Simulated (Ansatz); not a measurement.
Isolated molecules relaxed with PBE0-D4/def2-TZVP in Ansatz; ΔE leaves out vibrations. CCSD(T)/CBS is the MP2 limit (def2-TZVPP, def2-QZVPP) plus CCSD(T) − MP2 in def2-TZVPP, frozen cores. This one scheme is used for every species. DFT in def2-TZVPP. Each species was taken in one conformer, which may not be the lowest.

Consider the formal exchange of groups at the Si–Cl bond: silicon tetrachloride + `FBF` → `FB(F)[Si](Cl)(Cl)Cl` + HCl.

`Cl[Si](Cl)(Cl)Cl`:

```xyz
5

Cl   -1.008   -1.586    0.744
Si    0.000    0.000    0.000
Cl   -0.951    0.691   -1.644
Cl    0.082    1.461    1.395
Cl    1.877   -0.566   -0.495
```

`FBF`:

Z-matrix (Å, degrees):
```
B
F 1 1.313
F 1 1.313 2 118.1
H 1 1.191 2 121.0 3 180.0
```

`FB(F)[Si](Cl)(Cl)Cl`:

```xyz
7

F    -0.926   -0.154    2.050
B    -0.832   -0.522    0.794
F    -1.635   -1.470    0.367
Si    0.509    0.329   -0.472
Cl    1.544    1.813    0.453
Cl   -0.475    1.101   -2.078
Cl    1.815   -1.096   -1.114
```

HCl:

```xyz
2

Cl   -0.576    0.255    0.109
H     0.576   -0.255   -0.109
```

Q: Is it downhill or uphill in electronic energy at CCSD(T)/CBS, and by how much? (An estimate is asked.)

A: Computed: Uphill: ΔE = +119.6 kJ/mol.

Q: What do these levels give: PBE, revPBE, BLYP, r2SCAN, r2SCAN0, MP2/CBS(def2)? (Best estimate.)

A: The calculation gave: PBE 105.3, revPBE 104.7, BLYP 108.7, r2SCAN 117.3, r2SCAN0 120.9, MP2/CBS(def2) 132.5 kJ/mol.

Largest T1 diagnostic among the species: 0.013.

From BLYP to BHLYP (50 % exact exchange), in def2-TZVPP and without D4, ΔE moves by +12.9 kJ/mol. At CCSD(T), def2-SVP lies −5.5 kJ/mol from the extrapolated value and def2-TZVPP −4.9 kJ/mol.
